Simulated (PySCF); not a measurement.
H5NPbSi, SMILES [NH2][Pb][SiH3] (connectivity only; charge and spin as stated), neutral, multiplicity 1. Heavy atoms are numbered as in [Pb:1]([NH2:2])[SiH3:5]. Hydrogens are named by the atom that carries them.

Geometry optimised at PBE0-D3(BJ)/def2-SVP. The def2 effective core potentials stand for the cores of Pb; spin–orbit coupling is left out. One conformer was computed; it need not be the lowest.

Level of theory: PBE/def2-TZVPD (PySCF).

Mulliken values depend strongly on the basis, most of all with diffuse functions as here. ESP charges are fitted to the potential on shells at 1.4 to 2.0 van der Waals radii. Atomic charges (e), one atom of each kind:

```csv
atom,Mulliken,ESP fit
Pb1,0.38,(withheld)
N2 (NH2),-0.49,(withheld)
H on N2,0.15,0.30
Si5 (SiH3),-0.12,0.25
H on Si5,-0.02,(withheld)
```

Task: Complete the blanks. (An estimate is asked for; the answer gives what the named calculation found.)

Result: 
- Pb1, ESP fit: 0.24
- N2 (NH2), ESP fit: -0.73
- H on Si5, ESP fit: -0.11
